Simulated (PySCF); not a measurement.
**Frontier levels across methods**

Compound: H6OSSi2.
Atom-mapped SMILES: `[OH:1][SiH2:2][S:3][SiH3:4]` (hydrogens: H5 on O1; H6, H7 on Si2; H8, H9, H10 on Si4)

Geometry (PBE0-D3(BJ)/def2-SVP, Å), atoms numbered from 1 in this order:
```
atom  x, y, z in Å
O1     2.695   -0.777   -0.090
Si2    1.046   -0.921   -0.114
S3     0.227    0.937    0.611
Si4   -1.871    0.492    0.458
H5     3.068    0.049    0.231
H6     0.568   -1.179   -1.503
H7     0.609   -2.045    0.763
H8    -2.250    0.184   -0.952
H9    -2.580    1.715    0.925
H10   -2.236   -0.673    1.317
```

Basis pcSseg-2 throughout (PySCF), one geometry. Geometry: PBE0-D3(BJ)/def2-SVP, one conformer, isolated molecule.

Task: How do the orbital energies, the gap and the dipole change with the method?

Result: 
```
method           kind  HOMO (eV)  LUMO (eV)  gap (eV)  μ (D)  SCF cycles
  BLYP            GGA      -6.23      -1.23      5.00   0.73          15
 B97-D            GGA      -6.36      -1.18      5.19   0.71          15
   PBE            GGA      -6.40      -1.35      5.04   0.72          15
  OPBE            GGA      -6.41      -1.16      5.25   0.65          16
   KT2            GGA      -6.45      -1.47      4.99   0.75          16
   LDA            LDA      -6.47      -1.58      4.89   0.83          14
   KT3            GGA      -6.48      -1.38      5.10   0.70          15
  BP86            GGA      -6.49      -1.37      5.12   0.73          15
 B3LYP  global hybrid      -7.35      -0.73      6.62   0.82          13
    HF   Hartree–Fock     -10.35       2.38     12.73   0.99          10
```

The HOMO spans 4.12 eV, from BLYP down to HF, and the gap runs from 4.89 eV (LDA) to 12.73 eV (HF). Over the methods BLYP (0 %), B97-D (0 %), PBE (0 %), OPBE (0 %), KT2 (0 %), LDA (0 %), KT3 (0 %), BP86 (0 %), B3LYP (20 %), HF (100 %), a straight line through the gap against the share of exact exchange rises by 0.77 eV for each 10 % (correlation coefficient 0.999). The dipole ranges from 0.65 D (OPBE) to 0.99 D (HF). This basis has no diffuse functions.
